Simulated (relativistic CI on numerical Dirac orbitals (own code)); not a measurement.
## Hg⁴⁺: 4f photoemission

Computed with this model: Dirac-Coulomb-Breit CI, KLI orbitals optimised for each configuration, QED by a radiative potential, valence Slater integrals scaled by 0.8, multiplet model of photoemission in the sudden approximation; configurations [Xe] 4f14 5d8 → [Xe] 4f13 5d8; 300 K; Lorentzian 0.25 eV and Gaussian 0.5 eV FWHM. Energies are those of the free ion, without screening or charge transfer. The energies are binding energies and can lie tens of eV above those of solids. S is read from ⟨S²⟩ = S(S + 1).

Field parameters in Wybourne normalisation: Td as Oh with Dq negative (B⁴₀ = 21Dq, B⁴₄ = √(5/14) B⁴₀). The field is a parameter set, without covalency.

Computed curve for free ion, scaled to 100 at the maximum (points under 2 are left out and the grid is thinned):

Energy (eV), Intensity and a bar:
```
    156.9        2.3 
    157.1        3.1 
    157.3        4.7 #
    157.5        8.2 ##
    157.7       17.9 #####
    157.9       40.7 ############
    158.1       75.2 #######################
    158.3       99.3 ##############################
    158.5       93.2 ############################
    158.7       69.3 #####################
    158.9       47.9 ##############
    159.1       35.2 ##########
    159.3       27.6 ########
    159.5       20.5 ######
    159.7       15.0 ####
    159.9       12.0 ###
    160.1       10.3 ##
    160.3        8.4 ##
    160.5        6.7 #
    160.7        5.1 #
    160.9        4.1 #
    161.1        4.3 #
    161.3        5.7 #
    161.5        8.2 ##
    161.7       12.9 ###
    161.9       21.1 ######
    162.1       30.1 #########
    162.3       35.0 ##########
    162.5       40.1 ############
    162.7       50.6 ###############
    162.9       56.6 #################
    163.1       48.1 ##############
    163.3       37.1 ###########
    163.5       33.3 ##########
    163.7       27.2 ########
    163.9       16.9 #####
    164.1        9.5 ##
    164.3        5.6 #
    164.5        3.5 
    164.7        2.3
```

The ground state has S = 0.96, and the centroid lies at 160.45 eV.
